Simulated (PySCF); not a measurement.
The multiplicity is imposed and other spin states were not computed.

Cartesian coordinates (Å):
```xyz
5

Cd     0.1068    -0.0280     0.2570
Cl    -1.8184    -0.5322     1.3835
N      1.6872     0.4536    -0.8892
H      2.3452    -0.3286    -0.9374
H      2.2158     1.2204    -0.4651
```
Charge 0, multiplicity 1.

Q: What charge on the central atom (Mulliken), dipole moment and total energy does PySCF 2.14.0 with PBE-D3(BJ)/def2-TZVP // r2SCAN-D4/def2-SVP give?

A: 
```yaml
charge on the central atom (Mulliken): 0.69 e
dipole_moment: 2.70 D
total_energy: -683.7567 Ha
```
